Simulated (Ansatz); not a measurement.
Scan of the As3–H4 bond length

SiAsH₂O (SMILES O=[Si-][AsH2]) (charge -1), singlet, at its PBE0-D4/def2-TZVPD minimum:

```csv
atom,x (Å),y (Å),z (Å)
O1,-0.4466,-1.7641,1.5114
Si2,0.4388,-0.4931,1.4463
As3,0.4155,0.1851,-1.0773
H4,-1.0954,0.4008,-1.0536
H5,0.6877,1.6713,-0.8268
```

The bond length As3–H4 (1.526 Å at the minimum) is set to the values below, the two halves moving rigidly along the bond. Each method's energies count from its own value at the PBE0-D4 minimum structure. Ansatz 0.2.0; basis: def2-TZVPPD; cores frozen in the correlated methods. Filled d shells of the heavier atoms are correlated. The def2 sets are not built for correlating such inner shells, so the correlated values are less sure here. B3LYP uses VWN-RPA correlation.

```json
{"bond length (Å)": "1.313", "CCSD(T) (kcal/mol)": "12.21", "HF (kcal/mol)": "12.49", "B3LYP-D4 (kcal/mol)": "12.79"}
{"bond length (Å)": "1.358", "CCSD(T) (kcal/mol)": "6.95", "HF (kcal/mol)": "7.04", "B3LYP-D4 (kcal/mol)": "7.41"}
{"bond length (Å)": "1.424", "CCSD(T) (kcal/mol)": "2.22", "HF (kcal/mol)": "2.17", "B3LYP-D4 (kcal/mol)": "2.50"}
{"bond length (Å)": "1.500", "CCSD(T) (kcal/mol)": "0.10", "HF (kcal/mol)": "0.05", "B3LYP-D4 (kcal/mol)": "0.17"}
{"bond length (Å)": "1.586", "CCSD(T) (kcal/mol)": "0.72", "HF (kcal/mol)": "0.88", "B3LYP-D4 (kcal/mol)": "0.57"}
{"bond length (Å)": "1.677", "CCSD(T) (kcal/mol)": "3.72", "HF (kcal/mol)": "4.29", "B3LYP-D4 (kcal/mol)": "3.34"}
{"bond length (Å)": "1.775", "CCSD(T) (kcal/mol)": "8.63", "HF (kcal/mol)": "9.79", "B3LYP-D4 (kcal/mol)": "8.01"}
{"bond length (Å)": "1.877", "CCSD(T) (kcal/mol)": "14.76", "HF (kcal/mol)": "16.71", "B3LYP-D4 (kcal/mol)": "13.85"}
{"bond length (Å)": "1.984", "CCSD(T) (kcal/mol)": "21.65", "HF (kcal/mol)": "24.60", "B3LYP-D4 (kcal/mol)": "20.28"}
```

Minimum and curvature along this coordinate at CCSD(T): A fifth-order fit through the nearest points gives 1.522 Å, with a curvature of about 17 eV/Å².

**Question.** Treat the two halves as rigid bodies and work out the harmonic wavenumber of this stretch from that curvature (ν̃ = 521.5 √(k/μ) cm⁻¹ with k in eV/Å² and μ in u).

**Answer.** The halves weigh 120.02 and 1.01 u, so μ = 120.02 × 1.01/121.03 = 1.002 u and ν̃ = 521.5 √(17/1.002) ≈ 2100 cm⁻¹. A true normal mode mixes in other motions, so this is a guide only.

Largest difference from the CCSD(T) curve over the scan: PBE-D4 2.67; r2SCAN-D4 0.14; PBE0-D4 0.51; wB97M-V 0.99 kcal/mol. Each curve counts from its own value at the minimum.

T1 diagnostic: at most 0.020.

For scale, one of the runs: CCSD(T)/def2-TZVPPD, 176 basis functions, launched by `ansatz run in.yaml --threads 2 --pin off --events-out ev --progress --plain --max-ram 4352MiB`. Time: 65 s of wall clock on 2 CPU threads of an Arm Neoverse V1; the host was shared. Peak host memory: 1.5 GiB.
